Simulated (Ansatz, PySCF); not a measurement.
Reaction (SMILES): Br[C]Br + 3 [H][H] (H2) -> 2 Br (HBr) + C (CH4)
Structures are relaxed separately at B3LYP-D3(BJ)/def2-TZVP in Ansatz (a program for electronic structure). Unstable Hartree-Fock reference: Br[C]Br. High T1 diagnostic, so coupled cluster is less sure: Br[C]Br.

Wanted: energy of full hydrogenation (enthalpy at 298 K, with B3LYP-D3(BJ) rigid-rotor harmonic-oscillator terms from PySCF), in kcal/mol. Cores are frozen in the correlated levels unless marked. Spin-orbit coupling is left out. The frozen core is the preceding noble-gas configuration, with the filled d and f shells of earlier blocks. No relativistic terms. Basis-set limits of correlation are two-point, X^-3; Hartree-Fock from the larger set.

CCSD(T)/CBS(cc-pVTZ,cc-pVQZ) (Ansatz) gives -118.2 kcal/mol.

**Question.** Another calculation gave -119.7 kcal/mol. Which level was it?
A. r2SCAN0/def2-TZVPD (Ansatz)
B. TPSSh/def2-TZVPD (PySCF)
C. wB97M-V/def2-TZVPD (Ansatz)
D. LC-wPBE/def2-TZVPD (Ansatz)

**Answer.** C, wB97M-V/def2-TZVPD (Ansatz). The others give -110.5 (TPSSh), -123.3 (r2SCAN0), -131.8 (LC-wPBE) kcal/mol.
